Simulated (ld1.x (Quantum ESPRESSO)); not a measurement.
## Reading a pseudo-wave (Pt (Z = 78))

Columns: radius, all-electron u(r) and pseudo u(r) of the 5s shell (level -101.82 eV) of platinum in the configuration [Kr] 4d10 4f14 5s2 5p6 5d9 6s1 6p0; PBE, scalar-relativistic, TM semilocal scheme, ld1.x (Quantum ESPRESSO) 7.5.

```
r (bohr)  all-electron  pseudo
   0.085        0.0552  0.0464
   0.170        0.3506  0.1007
   0.255       -0.3974  0.1722
   0.340       -0.6781  0.2714
   0.425       -0.3831  0.4089
   0.510        0.1341  0.5891
   0.595        0.6174  0.8006
   0.680        0.9626  1.0082
   0.765        1.1573  1.1620
   0.850        1.2269  1.2269
   0.935        1.2070  1.2070
   1.020        1.1301  1.1301
   1.105        1.0218  1.0218
   1.190        0.9008  0.9008
   1.275        0.7791  0.7791
   1.360        0.6640  0.6640
   1.445        0.5594  0.5594
   1.530        0.4671  0.4671
   1.615        0.3871  0.3871
   1.700        0.3189  0.3189
   1.785        0.2615  0.2615
   1.870        0.2136  0.2136
   1.955        0.1738  0.1738
   2.040        0.1411  0.1411
   2.125        0.1142  0.1142
   2.210        0.0923  0.0923
```

How many radial nodes do the two functions have?

The all-electron 5s function has n − l − 1 = 4 (the table is too coarse to show those close to the nucleus); the pseudo-wave has 0, since the states of the same l below it are removed with the core.

At about which radius was the pseudo-wave matched?

0.90 bohr, where the columns begin to agree (steps of 0.09 bohr).

Is the pseudo-wave norm-conserving?

Yes: the TM semilocal scheme keeps the norm inside the radius equal to the all-electron one, which fixes the energy derivative of the logarithmic derivative at the level.
